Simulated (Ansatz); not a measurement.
Isolated molecules relaxed with PBE0-D4/def2-TZVP in Ansatz; ΔE leaves out vibrations. CBS: MP2 limit from def2 TZ/QZ plus the TZ coupled-cluster correction, frozen cores. This one scheme is used for every species. DFT in def2-TZVPP. B3LYP here is the variant with VWN-RPA as its local correlation; programs differ in this. For Mg outer-core shells are correlated without core-valence functions, which leaves a few kJ/mol of doubt a bond. Each species was taken in one conformer, which may not be the lowest.

Consider the ligand exchange at a Mg–O bond: `C[O][Mg][NH2]` + silanol → `[NH2][Mg][O][SiH3]` + CH₃OH.

`C[O][Mg][NH2]`:

```xyz
9

C    -1.542   -1.520    0.151
O    -0.566   -0.557    0.049
Mg    0.687    0.677   -0.070
N     2.023    1.993   -0.198
H    -1.772   -1.760    1.200
H    -1.243   -2.459   -0.337
H    -2.484   -1.199   -0.319
H     1.878    2.990   -0.256
H     3.019    1.835   -0.220
```

`O[SiH3]`:

Cartesian coordinates in Å:
```
O 0.623 0.964 0.570
Si -0.047 -0.285 -0.270
H 0.131 1.320 1.310
H -0.273 -1.473 0.599
H 0.921 -0.621 -1.338
H -1.354 0.096 -0.872
```

`[NH2][Mg][O][SiH3]`:

Cartesian coordinates in Å:
```
N 1.130 -1.983 -1.966
Mg 0.427 -0.746 -0.744
O -0.246 0.437 0.426
Si -0.850 1.493 1.480
H 0.611 -2.497 -2.662
H 2.097 -2.258 -2.050
H -0.048 1.530 2.739
H -0.867 2.877 0.921
H -2.254 1.147 1.857
```

CH₃OH:

```xyz
6

C    -0.140    0.221    0.241
O     0.656   -0.167   -0.855
H     0.017    1.291    0.387
H     0.143   -0.294    1.167
H    -1.210    0.056    0.060
H     0.535   -1.107   -1.001
```

**Question.** Is it downhill or uphill in electronic energy at CCSD(T)/CBS, and by how much? (Best estimate.)

**Answer.** The calculation gave: Downhill: ΔE = -41.9 kJ/mol.

**Question.** What do these levels give: LDA (SPW92), B3LYP-D4, r2SCANh-D4, BHLYP-D4, CAM-B3LYP-D4, ωB97X-V, r2SCAN, B3LYP, RPA@PBE/def2-TZVPP, HF/def2-SVP, CCSD(T)/def2-SVP, MP2/CBS(def2)? (An estimate is asked.)

**Answer.** Ansatz gave: LDA (SPW92) -31.9, B3LYP-D4 -37.4, r2SCANh-D4 -38.7, BHLYP-D4 -40.1, CAM-B3LYP-D4 -36.9, ωB97X-V -38.4, r2SCAN -38.1, B3LYP -36.5, RPA@PBE/def2-TZVPP -42.1, HF/def2-SVP -41.1, CCSD(T)/def2-SVP -38.9, MP2/CBS(def2) -40.5 kJ/mol.

Largest T1 diagnostic among the species: 0.011.

From BLYP to BHLYP (50 % exact exchange), in def2-TZVPP and without D4, ΔE moves by −4.1 kJ/mol. Leaving LDA and LC-ωPBE aside and taking each functional with its dispersion term where it has one, the values, not all of them listed here, spread over 5.7 kJ/mol, from B97M-V to BLYP-D4. LDA lies +3.3 kJ/mol from PBE without D4. At CCSD(T), def2-SVP lies +3.0 kJ/mol from the extrapolated value and def2-TZVPP +0.4 kJ/mol.
